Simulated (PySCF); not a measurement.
Removing the step error of a finite difference

System: C₃H₁₀F₂Si₂ (SMILES C[Si](C)(C)[SiH](F)F), singlet, geometry from GFN2-xTB, atoms displaced at random by about 0.08 Å a coordinate. Level: PySCF with PBE0/STO-3G, gradient. Sums are taken with unrounded values, so a last digit can differ.

Central differences of the energy along x of atom 10 gave a gradient component of -0.014919 Eh/bohr at step 0.05 and -0.011715 Eh/bohr at step 0.2 (atomic units).

Extrapolate to zero step.

The leading error of a symmetric difference goes as h², so A(h) = A0 + c h². Then c = (-0.011715 - (-0.014919))/(0.2² - 0.05²) = 0.0854 (atomic units) and A0 = -0.014919 - c × 0.05² = -0.015132 Eh/bohr. The analytic value from the same program and level (with grid response) is -0.015132 Eh/bohr: the smaller step missed it by 0.000213, the extrapolation by 0.000000.
